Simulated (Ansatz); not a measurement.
Consider the atomization: `C=[C](N)[GaH][F]` → 2 C• + F• + Ga• + 5 H• + N•.

Isolated molecules relaxed with PBE0-D4/def2-TZVP in Ansatz; ΔE leaves out vibrations. CBS: MP2 limit from def2 TZ/QZ plus the TZ coupled-cluster correction, frozen cores. This one scheme is used for every species, atoms too. For atomizations the MP2-based limit and the directly extrapolated one differ by several kJ/mol either way, and by 10 to 25 for some Ge, Se and Sn compounds, so smaller differences from it don't rank the levels. DFT in def2-TZVPP. Open shells (•) are unrestricted, without spin–orbit coupling. Spin–orbit coupling would lower the free atoms: a little for C, F; clearly for Ga. For Ga outer-core shells are correlated without core-valence functions, so the limit isn't a true one: a few kJ/mol of doubt a bond, and 10 to 20 or more in all where bonds break to atoms. Scalar relativity is left out up to krypton. Each species was taken in one conformer, which may not be the lowest.

`C=[C](N)[GaH][F]`:

Z-matrix (Å, degrees):
```
C
C 1 1.344
H 1 1.088 2 122.5
H 1 1.082 2 120.9 3 179.4
N 2 1.373 1 125.2 3 -2.5
Ga 2 1.942 1 117.5 3 178.7
H 5 1.008 2 118.3 1 16.9
H 5 1.005 2 117.7 1 162.4
F 6 1.771 2 110.3 1 -172.7
H 6 1.550 2 133.7 1 5.5
```

| level | ΔE (kJ/mol) |
| --- | --- |
| r2SCAN0-D4 | 3593.0 |
| CCSD/def2-SVP | 3409.8 |

**Question.** What does CCSD(T)/CBS give? (An estimate is asked.)

**Answer.** The calculation gave: +3660.4 kJ/mol. The listed levels differ from it by -67.4, -250.6 kJ/mol.

Largest T1 diagnostic among the species: 0.014.

From r2SCAN to r2SCAN0 (25 % exact exchange), in def2-TZVPP and without D4, ΔE moves by −76.9 kJ/mol: exact exchange takes away binding that semilocal exchange gives to molecules. Leaving LDA and LC-ωPBE aside and taking each functional with its dispersion term where it has one, the values, not all of them listed here, spread over 235.4 kJ/mol, from BHLYP-D4 to PBE-D4. LDA lies +505.9 kJ/mol from PBE without D4, its usual overbinding.
